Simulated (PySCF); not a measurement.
PySCF input (MN15/def2-TZVPD):

```python
from pyscf import gto, scf, dft

mol = gto.M(
    atom='''
    C     0.57500851   -0.22014435    0.55248107
    Br    0.51580817    1.53752789   -0.06876880
    Br   -0.64155995   -1.48937393   -0.07032324
    H     0.95126138   -0.36452261    1.55333530
    ''',
    basis='def2-tzvpd',
    charge=0,
    spin=1,
    verbose=4,
)

mf = dft.UKS(mol, xc='mn15').density_fit(auxbasis='def2-universal-jkfit')
mf.grids.level = 4
mf.conv_tol = 1e-9
mf.max_cycle = 100
mf.max_memory = 1500
mf.kernel()
if not mf.converged:
    mf = mf.newton()
    mf.kernel(mf.make_rdm1())
for _ in range(2):
    mo, _, stable, _ = mf.stability(return_status=True)
    if stable:
        break
    mf.kernel(mf.make_rdm1(mo, mf.mo_occ))
mf.analyze()
```

Output:

```
PySCF version 2.14.0

[INPUT] verbose = 4
[INPUT] num. atoms = 4
[INPUT] num. electrons = 77
[INPUT] charge = 0
[INPUT] spin (= nelec alpha-beta = 2S) = 1
[INPUT] symmetry False subgroup None
[INPUT] Mole.unit = angstrom
[INPUT] Symbol           X                Y                Z      unit          X                Y                Z       unit  Magmom
[INPUT]  1 C      0.575008510000  -0.220144350000   0.552481070000 AA    1.086608603194  -0.416012529370   1.044037911307 Bohr   0.0
[INPUT]  2 Br     0.515808170000   1.537527890000  -0.068768800000 AA    0.974736174113   2.905506620980  -0.129954197915 Bohr   0.0
[INPUT]  3 Br    -0.641559950000  -1.489373930000  -0.070323240000 AA   -1.212372597990  -2.814508824767  -0.132891663792 Bohr   0.0
[INPUT]  4 H      0.951261380000  -0.364522610000   1.553335300000 AA    1.797623481076  -0.688847899112   2.935378296619 Bohr   0.0

nuclear repulsion = 336.737560602955
number of shells = 56
number of NR pGTOs = 287
number of NR cGTOs = 160
basis = def2-tzvpd
ecp = {}

******** <class 'pyscf.df.df_jk.DFUKS'> ********
method = DFUKS
initial guess = minao
damping factor = 0
level_shift factor = 0
DIIS = <class 'pyscf.scf.diis.CDIIS'>
diis_start_cycle = 1
diis_space = 8
diis_damp = 0
SCF conv_tol = 1e-09
SCF conv_tol_grad = None
SCF max_cycles = 100
direct_scf = False
number electrons alpha = 39  beta = 38
XC library pyscf.dft.libxc version 7.1.2
    S. Lehtola, C. Steigemann, M. J. T. Oliveira, and M. A. L. Marques,  SoftwareX 7, 1–5 (2018)
XC functionals = mn15
    H. S. Yu, X. He, S. L. Li, and D. G. Truhlar,  Chem. Sci. 7, 5032–5051 (2016)
    H. S. Yu, X. He, S. L. Li, and D. G. Truhlar,  Chem. Sci. 7, 5032–5051 (2016)
radial grids:
    Treutler-Ahlrichs [JCP 102, 346 (1995); DOI:10.1063/1.469408] (M4) radial grids

becke partition: Becke, JCP 88, 2547 (1988); DOI:10.1063/1.454033
pruning grids: <function nwchem_prune>
grids dens level: 4
symmetrized grids: False
atomic radii adjust function: <function treutler_atomic_radii_adjust>
small_rho_cutoff = 0
Set gradient conv threshold to 3.16228e-05
tot grids = 104688
******** <class 'pyscf.df.df.DF'> ********
auxbasis = def2-universal-jkfit
init E= -5185.59072360694
  alpha nocc = 39  HOMO = -0.153332315278718  LUMO = -0.0534352565357814
  beta  nocc = 38  HOMO = -0.325637986609136  LUMO = -0.153332315278718

WARN: HOMO -0.153332315278718 >= LUMO -0.153332315278718

[...]
  beta  nocc = 38  HOMO = -0.339509701189104  LUMO = -0.0720301242932244
  HOMO = -0.255123665793  LUMO = -0.0720301242932  gap/eV = 4.98223
Extra cycle  E= -5187.57938932407  delta_E= -7.28e-12  |g|= 2.07e-06  |ddm|= 6.14e-06
converged SCF energy = -5187.57938932407  <S^2> = 0.75611451  2S+1 = 2.0061052
uhf_internal: lowest eigs of H = [0.25641697 0.31987666 0.3345253 ]
<class 'pyscf.df.df_jk.DFUKS'> wavefunction is stable in the internal stability analysis
**** SCF Summaries ****
Total Energy =                       -5187.579389324067961
Nuclear Repulsion Energy =             336.737560602954545
One-electron Energy =                -7884.078688222393794
Two-electron Energy =                 2359.761738295371288
Two-electron Coulomb Energy =         2548.560982851895005
DFT Exchange-Correlation Energy =     -188.799244556523860
HOMO-LUMO gap [eV] =                     4.982229035510692
**** MO energy ****
                             alpha | beta                alpha | beta
MO #1   energy= -480.04623253493   | -480.04612110003   occ= 1 | 1
MO #2   energy= -480.046230044215  | -480.046118608058  occ= 1 | 1
MO #3   energy= -61.2949907263009  | -61.2944998888701  occ= 1 | 1
MO #4   energy= -61.2949854102664  | -61.294494614416   occ= 1 | 1
MO #5   energy= -55.9470282098444  | -55.946871581428   occ= 1 | 1
MO #6   energy= -55.9470219824569  | -55.9468653610544  occ= 1 | 1
MO #7   energy= -55.9414134532426  | -55.9412244073886  occ= 1 | 1
MO #8   energy= -55.9414101772508  | -55.9412211122762  occ= 1 | 1
MO #9   energy= -55.9408407564699  | -55.9406581827056  occ= 1 | 1
MO #10  energy= -55.9408385404278  | -55.9406559630122  occ= 1 | 1
MO #11  energy= -10.1589494859988  | -10.1510396747714  occ= 1 | 1
MO #12  energy= -8.31843474907356  | -8.31839207134708  occ= 1 | 1
MO #13  energy= -8.31843278517805  | -8.3183896335311   occ= 1 | 1
MO #14  energy= -6.4214308805179   | -6.42154909784705  occ= 1 | 1
MO #15  energy= -6.4214275748911   | -6.42154601200808  occ= 1 | 1
MO #16  energy= -6.40890491277919  | -6.40836831984085  occ= 1 | 1
MO #17  energy= -6.40890028612796  | -6.40836339845089  occ= 1 | 1
MO #18  energy= -6.40733608865623  | -6.40727276636438  occ= 1 | 1
MO #19  energy= -6.40733261080978  | -6.40726902746923  occ= 1 | 1
MO #20  energy= -2.71252015760148  | -2.71242407537747  occ= 1 | 1
MO #21  energy= -2.71249912059298  | -2.71241112421117  occ= 1 | 1
MO #22  energy= -2.70922610948735  | -2.70906066489593  occ= 1 | 1
MO #23  energy= -2.70922276577558  | -2.70905808330208  occ= 1 | 1
MO #24  energy= -2.70815865202678  | -2.70816703937689  occ= 1 | 1
MO #25  energy= -2.70815059624963  | -2.70816010157908  occ= 1 | 1
MO #26  energy= -2.69814766022736  | -2.697851833545    occ= 1 | 1
MO #27  energy= -2.69814580929075  | -2.69784655620735  occ= 1 | 1
MO #28  energy= -2.69811109968016  | -2.69783512149066  occ= 1 | 1
MO #29  energy= -2.69810896053616  | -2.69783052220793  occ= 1 | 1
MO #30  energy= -0.905258008614823 | -0.889315539006482 occ= 1 | 1
MO #31  energy= -0.83214781279213  | -0.826670396871151 occ= 1 | 1
MO #32  energy= -0.674319051314686 | -0.648511177562465 occ= 1 | 1
MO #33  energy= -0.50914019467594  | -0.494689303663897 occ= 1 | 1
MO #34  energy= -0.470746477449197 | -0.45841307402965  occ= 1 | 1
MO #35  energy= -0.429700735634054 | -0.394756475872263 occ= 1 | 1
MO #36  energy= -0.358628035332211 | -0.353059896205938 occ= 1 | 1
MO #37  energy= -0.355170403369295 | -0.345179785007866 occ= 1 | 1
MO #38  energy= -0.341285531991404 | -0.339509701189104 occ= 1 | 1
MO #39  energy= -0.255123665792684 | -0.0720301242932244 occ= 1 | 0
MO #40  energy= -0.0124466501268898 | -0.00476016389257694 occ= 0 | 0
MO #41  energy= 0.0385572933881222 | 0.0420897813835564 occ= 0 | 0
MO #42  energy= 0.0495137322941065 | 0.0516493418932643 occ= 0 | 0
MO #43  energy= 0.0632657162503498 | 0.0640491603609465 occ= 0 | 0
MO #44  energy= 0.0707888710794911 | 0.0732490219863841 occ= 0 | 0
MO #45  energy= 0.0747005738994379 | 0.0771271742855026 occ= 0 | 0
MO #46  energy= 0.0941876560169511 | 0.0955036142035715 occ= 0 | 0
MO #47  energy= 0.0957971216069534 | 0.0968030990095337 occ= 0 | 0
MO #48  energy= 0.0996837429006729 | 0.100093752215123  occ= 0 | 0
MO #49  energy= 0.126326760634381  | 0.128584661256088  occ= 0 | 0
MO #50  energy= 0.139160344134669  | 0.142090736739987  occ= 0 | 0
MO #51  energy= 0.143163826449174  | 0.144068933620569  occ= 0 | 0
MO #52  energy= 0.148406741324045  | 0.151223001231771  occ= 0 | 0
MO #53  energy= 0.180191184576949  | 0.184448165439467  occ= 0 | 0
MO #54  energy= 0.191569168456234  | 0.190978171145738  occ= 0 | 0
MO #55  energy= 0.192358500709357  | 0.193810637426347  occ= 0 | 0
MO #56  energy= 0.194657870010484  | 0.212910887421836  occ= 0 | 0
MO #57  energy= 0.221161477973051  | 0.220912799148618  occ= 0 | 0
MO #58  energy= 0.225220063561979  | 0.235128562442937  occ= 0 | 0
MO #59  energy= 0.245053231931087  | 0.249534968991254  occ= 0 | 0
MO #60  energy= 0.256889799178414  | 0.264187408579731  occ= 0 | 0
MO #61  energy= 0.28024558991392   | 0.279641413908441  occ= 0 | 0
MO #62  energy= 0.281609551084288  | 0.286715353156145  occ= 0 | 0
MO #63  energy= 0.299753483533453  | 0.299399940909458  occ= 0 | 0
MO #64  energy= 0.310927708657598  | 0.310998110721764  occ= 0 | 0
MO #65  energy= 0.341053325279801  | 0.348040347487965  occ= 0 | 0
MO #66  energy= 0.345798543493014  | 0.353806536025036  occ= 0 | 0
MO #67  energy= 0.347350459666901  | 0.354896801369523  occ= 0 | 0
MO #68  energy= 0.359273096719269  | 0.360579258459553  occ= 0 | 0
MO #69  energy= 0.391798792484742  | 0.396664910301366  occ= 0 | 0
MO #70  energy= 0.406917775503971  | 0.409175969855963  occ= 0 | 0
MO #71  energy= 0.415184194306082  | 0.417693349363569  occ= 0 | 0
MO #72  energy= 0.435825193976786  | 0.436066223589611  occ= 0 | 0
MO #73  energy= 0.436130830493119  | 0.437778628781021  occ= 0 | 0
MO #74  energy= 0.456719446215323  | 0.456830498188346  occ= 0 | 0
MO #75  energy= 0.478258857508148  | 0.5028759609732    occ= 0 | 0
MO #76  energy= 0.49745022799589   | 0.503400690101743  occ= 0 | 0
MO #77  energy= 0.502761190735329  | 0.513518493434903  occ= 0 | 0
MO #78  energy= 0.518134412623215  | 0.525493061107672  occ= 0 | 0
MO #79  energy= 0.522134708438774  | 0.52581849301935   occ= 0 | 0
MO #80  energy= 0.536680932449543  | 0.539239103958079  occ= 0 | 0
MO #81  energy= 0.552561824123424  | 0.561866666478642  occ= 0 | 0
MO #82  energy= 0.556947459636568  | 0.563109791195446  occ= 0 | 0
MO #83  energy= 0.560217769060379  | 0.56900545449208   occ= 0 | 0
MO #84  energy= 0.605411958797944  | 0.602672562276927  occ= 0 | 0
MO #85  energy= 0.606276348103327  | 0.612750631559146  occ= 0 | 0
MO #86  energy= 0.647107385196914  | 0.649909328944162  occ= 0 | 0
MO #87  energy= 0.673274423431298  | 0.674574209663414  occ= 0 | 0
MO #88  energy= 0.691602871733188  | 0.693282195716505  occ= 0 | 0
MO #89  energy= 0.731396241574927  | 0.718954429581782  occ= 0 | 0
MO #90  energy= 0.763407625739823  | 0.765410747598697  occ= 0 | 0
MO #91  energy= 0.870143063340297  | 0.898661403363441  occ= 0 | 0
MO #92  energy= 0.94309497634579   | 0.969188320256539  occ= 0 | 0
MO #93  energy= 0.98336028217599   | 1.0247747736945    occ= 0 | 0
MO #94  energy= 1.01994285368776   | 1.02910703821519   occ= 0 | 0
MO #95  energy= 1.04897181989697   | 1.05583064087523   occ= 0 | 0
MO #96  energy= 1.22618697226852   | 1.22679180045094   occ= 0 | 0
MO #97  energy= 1.28037745341277   | 1.28311345311034   occ= 0 | 0
MO #98  energy= 1.38542743249007   | 1.40367000274514   occ= 0 | 0
MO #99  energy= 1.41564954374702   | 1.40498067502012   occ= 0 | 0
MO #100 energy= 1.42925979178766   | 1.41896704563398   occ= 0 | 0
MO #101 energy= 1.43887187345743   | 1.43344275150608   occ= 0 | 0
MO #102 energy= 1.46710754671794   | 1.46711724478857   occ= 0 | 0
MO #103 energy= 1.4754014625684    | 1.48014456960665   occ= 0 | 0
MO #104 energy= 1.48238080949727   | 1.4885070635278    occ= 0 | 0
[...]
```

It need not be the lowest isomer of its formula.
